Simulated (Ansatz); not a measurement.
C2H3NSi, SMILES `N#C[C][SiH3]` (lower triplet) (charge 0, multiplicity 3). This triplet lies 0.96 eV below the relaxed singlet at the level B3LYP/cc-pVTZ // PBE0-D3(BJ)/def2-TZVP (Ansatz, an electronic-structure program).

Computed with LDA/cc-pVTZ // PBE0-D3(BJ)/def2-TZVP (Ansatz).

Ansatz 0.2 input:
```yaml
crystal:
  periodic: [false, false, false]
  atoms:
    - { symbol: N, position_ang: [3.103643, -0.758862, 0.107531] }
    - { symbol: C, position_ang: [1.944435, -0.475692, 0.070436] }
    - { symbol: C, position_ang: [0.676635, -0.165964, 0.029712] }
    - { symbol: Si, position_ang: [-1.086379, 0.265702, -0.038512] }
    - { symbol: H, position_ang: [-1.60446, 0.363153, 1.347779] }
    - { symbol: H, position_ang: [-1.805474, -0.796458, -0.783189] }
    - { symbol: H, position_ang: [-1.228397, 1.56812, -0.733758] }
basis:
  gaussian: { orbitals: cc-pVTZ }
hamiltonian:
  xc: lda
magnetization:
  spin_polarized: true
  initial_magnetization: 2
```

Output:

```
Functional definition: SPW92
958 factors; their error is unknown
mean field evaluation 1: about -11419.2240 eV, gradient 3.3e1 eV
mean field evaluation 2: about -11408.0783 eV, gradient 5.4e1 eV
mean field evaluation 4: about -11424.4209 eV, gradient 6.6e0 eV
mean field evaluation 8: about -11424.6922 eV, gradient 1.0e-1 eV
mean field evaluation 16: about -11424.6606 eV, gradient 3.1e-4 eV
mean field -11424.66058186 eV, -419.8485324702 hartree, gradient 1.6e-5 eV, S^2 2.014156; 0 other end points of the search recorded, 0 dependent functions left out
reference -11424.66061647 eV, -419.8485337420 hartree; 19, 17 occupied and 147, 149 virtual orbitals, 958 factors
Total energy: -11424.66061647 eV, -419.8485337420 hartree
```
